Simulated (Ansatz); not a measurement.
Coupled-cluster run, C₃H₆FNSi, SMILES `C#CN(C)[SiH2]F`.

```yaml
crystal:
  periodic: [false, false, false]
  atoms:
    - {symbol: C, position_ang: [2.113856, 0.065115, -1.407555]}
    - {symbol: C, position_ang: [1.133566, -0.011726, -0.715046]}
    - {symbol: N, position_ang: [0.047196, -0.106849, 0.064220]}
    - {symbol: C, position_ang: [0.282103, -0.151923, 1.506412]}
    - {symbol: Si, position_ang: [-1.526278, 0.052153, -0.620596]}
    - {symbol: F, position_ang: [-2.013267, 1.572755, -0.677088]}
    - {symbol: H, position_ang: [2.974663, 0.134609, -2.026952]}
    - {symbol: H, position_ang: [0.948994, -0.980856, 1.752269]}
    - {symbol: H, position_ang: [0.728731, 0.779767, 1.862531]}
    - {symbol: H, position_ang: [-0.668424, -0.304559, 2.019358]}
    - {symbol: H, position_ang: [-1.481252, -0.451469, -2.004981]}
    - {symbol: H, position_ang: [-2.462688, -0.652115, 0.281528]}
basis:
  gaussian: {orbitals: def2-TZVPP}
correlation: {method: ccsd_t}
```

```sh
$ ansatz run in.yaml --threads 4 --pin off --events-out ev --progress --plain --max-ram 10444MiB
```

Log, shortened:

```
Functional definition: HF
1678 factors; integrals over basis functions are off by at most 9.0e-4 eV
mean field evaluation 1: about -15235.5272 eV, gradient 4.1e1 eV
mean field evaluation 2: about -15235.9097 eV, gradient 4.1e1 eV
mean field evaluation 4: about -15239.8683 eV, gradient 4.8e0 eV
mean field evaluation 8: about -15239.9363 eV, gradient 2.6e-1 eV
mean field -15239.93675943 eV, -560.0573459088 hartree, gradient 5.2e-6 eV, S^2 0.000000; 0 other end points of the search recorded, 0 dependent functions left out
10 core orbitals not correlated: weight in the atoms' cores, before any rotation towards them, 1.000 or more for the frozen orbitals, at most 0.000 for the correlated occupied ones
reference -15239.93675943 eV, -560.0573459088 hartree; 17, 17 occupied and 254, 254 virtual orbitals, 1678 factors
second order -28.55297627 eV of doubles, -0.00000000 eV of singles
cycle   1  -28.60414601 eV  change   -5.1e-2 eV  update   1.2e-1
cycle   2  -29.33338834 eV  change   -7.3e-1 eV  update   3.6e-2
cycle   3  -29.49685219 eV  change   -1.6e-1 eV  update   1.7e-2
cycle   4  -29.48517820 eV  change    1.2e-2 eV  update   4.6e-3
cycle   5  -29.48555850 eV  change   -3.8e-4 eV  update   2.0e-3
cycle   6  -29.48689014 eV  change   -1.3e-3 eV  update   6.5e-4
cycle   7  -29.48663409 eV  change    2.6e-4 eV  update   2.5e-4
cycle   8  -29.48652755 eV  change    1.1e-4 eV  update   1.0e-4
cycle   9  -29.48655803 eV  change   -3.0e-5 eV  update   4.0e-5
perturbative correction -1.21223273 eV, -0.0445487310 hartree
Total energy: -15270.63555018 eV, -561.1855056607 hartree
```

Hardware: 4 threads of an Arm Neoverse V1 on a shared host. Wall time 4.9 min, peak host memory 8.4 GiB.

The correlation energy is -30.699 eV, 3.9 % of it from (T); the T1 diagnostic reads 0.0123.
